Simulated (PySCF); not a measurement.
## A survey of 19F NMR shifts

PySCF calculation with GFN2-xTB structure and σ from GIAO-PBE0/pcSseg-1; equivalent nuclei averaged, no relativistic terms, one conformer, in vacuum.

Shieldings were converted by a linear fit to measured shifts: 19F: δ = 146.13 − 0.903σ +14.6 on sp3 carbon (rms 6.0 ppm, 223 shifts, 7.0 ppm with the 5 outliers that the fit left out vs CFCl3, solution or neat liquid). Occasional misses reach two or three times the rms, and more in compound classes unlike the fitted ones.

(1) Give the 19F shifts of `C[Si@@H](P)C#CC(F)(F)F`.

(2) Order these by 19F shift, lowest first.
A. NC/C=C/C(F)F
B. CC[C@H](C)F
C. OCCC/P=C\F
D. C/C(F)=P/c1ccsc1

Results:

(1) 
| compound | environment | δ (ppm) |
| --- | --- | --- |
| C[Si@@H](P)C#CC(F)(F)F | fluorine of a CF3 group (×3) | -50.1 |

(2) B (-185.8 ppm, fluorine on an sp3 carbon), A (-122.4 ppm, fluorine of a CF2 group), C (-43.3 ppm, fluorine bonded to C), D (-24.7 ppm, fluorine bonded to C).
